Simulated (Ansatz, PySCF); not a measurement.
Spin gap between two states, R1 and P1; the higher of the two is an excited state, each structure at its B3LYP-D3(BJ)/def2-TZVP stationary point, reached from a drawn start (curvature not checked).
R1, Cl2Si (SMILES Cl[Si]Cl) (charge 0, multiplicity 1):
| atom | x (Å) | y (Å) | z (Å) |
|---|---|---|---|
| Si | 0.0000 | 0.0000 | -0.8816 |
| Cl | 1.6233 | 0.0000 | 0.4408 |
| Cl | -1.6233 | 0.0000 | 0.4408 |
P1, Cl2Si (SMILES Cl[Si]Cl) (charge 0, multiplicity 3):
```xyz
3

Si     0.000     0.000    -0.705
Cl     1.771     0.000     0.352
Cl    -1.771     0.000     0.352
```

P less R. No zero-point or thermal terms; singlets are restricted closed shells; open shells are unrestricted.

Correlated levels freeze the cores.

Codes used: Ansatz (Gaussian orbitals); PySCF for the D3/D4 terms. No computed number here is a measurement.

Give the spin gap at the level B3LYP-D4/def2-TZVPP.

2.30 eV

What is the computed spin gap (SCS-MP2/cc-pV(T+d)Z)?

2.34 eV

Give the spin gap at the level CCSD/cc-pV(D+d)Z.

2.22 eV

Ansatz is a first-principles code.
